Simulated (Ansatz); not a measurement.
Z-matrix (Å, degrees):
```
C
C 1 1.462
Ge 1 2.001 2 66.0
H 1 1.088 2 119.8 3 127.0
H 1 1.092 2 114.3 3 -93.6
S 2 1.598 1 137.3 3 -153.6
H 3 1.526 1 111.7 2 -116.8
H 3 1.526 1 121.5 2 98.3
```

Charge 0, multiplicity 1.

(1) List the PBE/def2-TZVPP orbital energies in eV (Ansatz). (An estimate is asked.)

Results:

(1) Computed: Occupied: -10804.90, -2395.52, -1338.26, -1191.69, -1191.67, -1191.66, -270.93, -269.68, -208.45, -162.85, -154.58, -154.56, -154.33, -114.32, -114.27, -114.25, -30.16, -30.12, -30.11, -30.06, -30.03, -20.52, -17.94, -14.06, -12.57, -11.31, -10.17, -9.09, -8.75, -7.54, -6.53, -4.89. Lowest empty: -3.19, -1.20, -0.54, 0.33, 1.36, 1.58, 2.08, 2.51.
